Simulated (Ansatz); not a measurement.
Consider the redistribution: `[F][Al]([SiH3])[SH]` + `C[O][MgH]` → `[SiH3][AlH][SH]` + `C[O][Mg][F]`.

Isolated molecules relaxed with PBE0-D4/def2-TZVP in Ansatz; ΔE leaves out vibrations. CBS: MP2 limit from def2 TZ/QZ plus the TZ coupled-cluster correction, frozen cores. Functionals use def2-TZVPP. B3LYP here is the variant with VWN-RPA as its local correlation; programs differ in this. For Mg outer-core shells are correlated without core-valence functions, which leaves a few kJ/mol of doubt a bond. Each species was taken in one conformer, which may not be the lowest.

(1) Is it downhill or uphill in electronic energy at CCSD(T)/CBS, and by how much? (Best estimate.)

(2) What do these levels give: LDA (SPW92), B97M-V, BHLYP-D4, ωB97X-V, r2SCAN, B3LYP, RPA@PBE/def2-TZVPP, MP2/def2-SVP, HF/def2-TZVPP, CCSD(T)/def2-TZVPP, SCS-MP2/def2-QZVPP, HF/CBS(def2)? (Estimate.)

Largest T1 diagnostic among the species: 0.013.

Answers

(1) Computed: Uphill: ΔE = +2.7 kcal/mol.

(2) Computed: LDA (SPW92) 5.1, B97M-V 6.8, BHLYP-D4 4.1, ωB97X-V 3.5, r2SCAN 3.4, B3LYP 3.5, RPA@PBE/def2-TZVPP 4.3, MP2/def2-SVP -1.0, HF/def2-TZVPP 4.3, CCSD(T)/def2-TZVPP 3.8, SCS-MP2/def2-QZVPP 2.1, HF/CBS(def2) 3.6 kcal/mol.

From BLYP to BHLYP (50 % exact exchange), in def2-TZVPP and without D4, ΔE moves by +0.7 kcal/mol. At CCSD(T), def2-SVP lies −2.9 kcal/mol from the extrapolated value and def2-TZVPP +1.0 kcal/mol. Leaving LDA and LC-ωPBE aside and taking each functional with its dispersion term where it has one, the values, not all of them listed here, spread over 4.0 kcal/mol, from revPBE-D4 to B97M-V. LDA lies +2.0 kcal/mol from PBE without D4.
